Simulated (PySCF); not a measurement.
benzonitrile (C7H5N), singlet, geometry from GFN2-xTB; MP2/STO-3G run with PySCF.

Here is a job for PySCF.
```python
from pyscf import gto, scf, mp

mol = gto.M(
    atom='''
N     3.11954950    0.55509879    0.02098944
C     1.99092193    0.35426857    0.01339563
C     0.59841258    0.10648271    0.00402633
C    -0.29759092    1.17226289    0.09170135
C    -1.65657157    0.92270395    0.08196575
C    -2.12584534   -0.37827711   -0.01430344
C    -1.23539287   -1.43730580   -0.10142392
C     0.12626512   -1.20274894   -0.09285409
H     0.07933305    2.18171727    0.16631022
H    -2.35309519    1.74500709    0.14964731
H    -3.18890940   -0.56744083   -0.02145612
H    -1.60456936   -2.44924172   -0.17627588
H     0.82920083   -2.02005096   -0.16019728
''',
    basis='sto-3g',
    verbose=4,
)

mf = scf.RHF(mol)
mf.kernel()

pt = mp.MP2(mf)
pt.kernel()
print('E(MP2) = %.10f' % pt.e_tot)
```

The log (banner, timings and long lists left out):

```
PySCF version 2.14.0

[INPUT] verbose = 4
[INPUT] num. atoms = 13
[INPUT] num. electrons = 54
[INPUT] charge = 0
[INPUT] spin (= nelec alpha-beta = 2S) = 0
[INPUT] symmetry False subgroup None
[INPUT] Mole.unit = angstrom
[INPUT] Symbol           X                Y                Z      unit          X                Y                Z       unit  Magmom
[INPUT]  1 N      3.119549500000   0.555098790000   0.020989440000 AA    5.895094187024   1.048984685177   0.039664293108 Bohr   0.0
[INPUT]  2 C      1.990921930000   0.354268570000   0.013395630000 AA    3.762297183090   0.669470571841   0.025314071966 Bohr   0.0
[INPUT]  3 C      0.598412580000   0.106482710000   0.004026330000 AA    1.130835885694   0.201223158901   0.007608660987 Bohr   0.0
[INPUT]  4 C     -0.297590920000   1.172262890000   0.091701350000 AA   -0.562365335957   2.215255808091   0.173290436753 Bohr   0.0
[INPUT]  5 C     -1.656571570000   0.922703950000   0.081965750000 AA   -3.130466573041   1.743657759554   0.154892819095 Bohr   0.0
[INPUT]  6 C     -2.125845340000  -0.378277110000  -0.014303440000 AA   -4.017265475783  -0.714840137092  -0.027029584239 Bohr   0.0
[INPUT]  7 C     -1.235392870000  -1.437305800000  -0.101423920000 AA   -2.334554180540  -2.716114319249  -0.191663431280 Bohr   0.0
[INPUT]  8 C      0.126265120000  -1.202748940000  -0.092854090000 AA    0.238606495885  -2.272866093211  -0.175468799646 Bohr   0.0
[INPUT]  9 H      0.079333050000   2.181717270000   0.166310220000 AA    0.149917737126   4.122848121534   0.314280767516 Bohr   0.0
[INPUT] 10 H     -2.353095190000   1.745007090000   0.149647310000 AA   -4.446705454131   3.297585485524   0.282792431178 Bohr   0.0
[INPUT] 11 H     -3.188909400000  -0.567440830000  -0.021456120000 AA   -6.026165402051  -1.072307760596  -0.040546190496 Bohr   0.0
[INPUT] 12 H     -1.604569360000  -2.449241720000  -0.176275880000 AA   -3.032196638269  -4.628396063659  -0.333113135567 Bohr   0.0
[INPUT] 13 H      0.829200830000  -2.020050960000  -0.160197280000 AA    1.566962470962  -3.817343072065  -0.302728985100 Bohr   0.0

nuclear repulsion = 301.874774978113
number of shells = 29
number of NR pGTOs = 135
number of NR cGTOs = 45
basis = sto-3g
ecp = {}

******** <class 'pyscf.scf.hf.RHF'> ********
method = RHF
initial guess = minao
damping factor = 0
level_shift factor = 0
DIIS = <class 'pyscf.scf.diis.CDIIS'>
diis_start_cycle = 1
diis_space = 8
diis_damp = 0
SCF conv_tol = 1e-09
SCF conv_tol_grad = None
SCF max_cycles = 50
direct_scf = True
direct_scf_tol = 1e-13
Set gradient conv threshold to 3.16228e-05
Initial guess from minao.
init E= -321.066744551988
  HOMO = -0.199589296538607  LUMO = 0.088794750687039  gap/eV = 7.84733
cycle= 1 E= -318.31228867918  delta_E= 2.75  |g|= 0.612  |ddm|= 5.26
  HOMO = -0.301714755527085  LUMO = 0.16918443804153  gap/eV = 12.81382
cycle= 2 E= -318.370748881442  delta_E= -0.0585  |g|= 0.524  |ddm|= 1.17
  HOMO = -0.291944157047965  LUMO = 0.200628161403202  gap/eV = 13.40358
cycle= 3 E= -318.44025224147  delta_E= -0.0695  |g|= 0.0623  |ddm|= 0.566
  HOMO = -0.295038338346872  LUMO = 0.204079176298188  gap/eV = 13.58168
cycle= 4 E= -318.442007594007  delta_E= -0.00176  |g|= 0.0125  |ddm|= 0.143
  HOMO = -0.295696181020404  LUMO = 0.203556171671117  gap/eV = 13.58535
cycle= 5 E= -318.44206629809  delta_E= -5.87e-05  |g|= 0.00457  |ddm|= 0.0223
  HOMO = -0.29570239606361  LUMO = 0.203506181610559  gap/eV = 13.58416
cycle= 6 E= -318.4420743397  delta_E= -8.04e-06  |g|= 0.00131  |ddm|= 0.0105
  HOMO = -0.295554966408894  LUMO = 0.203740903402623  gap/eV = 13.58653
cycle= 7 E= -318.442074935294  delta_E= -5.96e-07  |g|= 0.000226  |ddm|= 0.00298
  HOMO = -0.295567975012629  LUMO = 0.203732305299083  gap/eV = 13.58665
cycle= 8 E= -318.442074955109  delta_E= -1.98e-08  |g|= 6.53e-05  |ddm|= 0.000392
  HOMO = -0.295578333795677  LUMO = 0.20372019539107  gap/eV = 13.58661
cycle= 9 E= -318.442074958486  delta_E= -3.38e-09  |g|= 3.14e-05  |ddm|= 0.00013
  HOMO = -0.295575587755901  LUMO = 0.203720697272827  gap/eV = 13.58654
cycle= 10 E= -318.442074959909  delta_E= -1.42e-09  |g|= 1.4e-05  |ddm|= 0.000102
  HOMO = -0.29557748055866  LUMO = 0.203719297512457  gap/eV = 13.58656
cycle= 11 E= -318.442074960252  delta_E= -3.43e-10  |g|= 3e-06  |ddm|= 6.88e-05
  HOMO = -0.295577652767276  LUMO = 0.203719340994182  gap/eV = 13.58656
Extra cycle  E= -318.44207496026  delta_E= -7.73e-12  |g|= 1.99e-06  |ddm|= 6.15e-06
converged SCF energy = -318.44207496026

******** <class 'pyscf.mp.mp2.RMP2'> ********
nocc = 27, nmo = 45
E(RMP2) = -318.932964305789  E_corr = -0.490889345529019
E(SCS-RMP2) = -318.935404588231  E_corr = -0.493329627970657
E_corr(same-spin) = -0.110466446150961
E_corr(oppo-spin) = -0.380422899378059
E(MP2) = -318.9329643058
```
